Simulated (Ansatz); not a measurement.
Basis-set extrapolation for C3H7BO2, SMILES `COC1(O)BC1` (PBE0-D4/def2-TZVP geometry, frozen core, Ansatz 0.2.0). Multiplicity 1, RHF reference.

|  | def2-TZVPP | def2-QZVPP |
| --- | --- | --- |
| HF | -292.115709 | -292.129108 |
| MP2 correlation | -1.071209 | -1.148254 |
| CCSD(T) correlation | -1.154473 | not run |

Energies in hartree. Use E(X) = E(∞) + A·exp(−7.88·√X) for Hartree–Fock and E(X) = E(∞) + B·X^(−2.97) for correlation, with X = 3 and 4, and add CCSD(T) minus MP2 of the smaller set to the MP2 limit.

**Question.** What is the CCSD(T) energy at the basis-set limit?

**Answer.** HF limit: -292.129108 + (-0.013399) × 0.13774 = -292.13095. MP2 limit: -1.148254 + (-0.077045) × 0.74074 = -1.20532. Higher-order term: -1.154473 − (-1.071209) = -0.08326. Total: -293.41953 hartree, 4.06 eV below CCSD(T)/def2-TZVPP.
